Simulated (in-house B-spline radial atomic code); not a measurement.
Ionising In III (In2+) with different functionals

Computed with an all-electron radial atomic-structure program (B-spline basis): four-component Dirac-Coulomb Hamiltonian, Fermi nucleus of rms radius 4.6156 fm, spin-restricted, spherical fractional occupations for the functionals, and exact exchange of hybrids averaged over the configuration. The ionisation energy is the difference of two self-consistent energies, [Kr] 4d10 5s1 → [Kr] 4d10, without Breit or QED terms; ε is the level of the shell that loses the electron (mean over j).

| method | rung | ΔSCF (eV) | -ε(5s) (eV) |
| --- | --- | --- | --- |
| LC-wPBE | range-separated hybrid | 27.81 | 27.10 |
| wB97X | range-separated hybrid | ? | ? |
| HSE06 | range-separated hybrid | ? | ? |
| CAM-B3LYP | range-separated hybrid | 28.41 | 26.27 |

Task: What does HSE06 give?

Result: ΔSCF 28.07 eV, and -ε(5s) = 24.28 eV.

Task: What does wB97X give?

Result: ΔSCF 27.72 eV, and -ε(5s) = 27.04 eV.

Task: Among the functionals, which spreads more, the ΔSCF values or the orbital energies?

Result: The orbital energies: ΔSCF values span about 0.70 eV and the orbital energies 2.82 eV; here energy differences depend much less on the functional than eigenvalues do.

Task: How do they compare with the NIST value?

Result: NIST lists 28.044 eV (measured, ground level to ground level). Errors run from -0.33 to +0.37 eV; HSE06 is closest (+0.02 eV), but part of that can be cancellation, since the calculations leave out Breit-QED terms, spin polarisation.
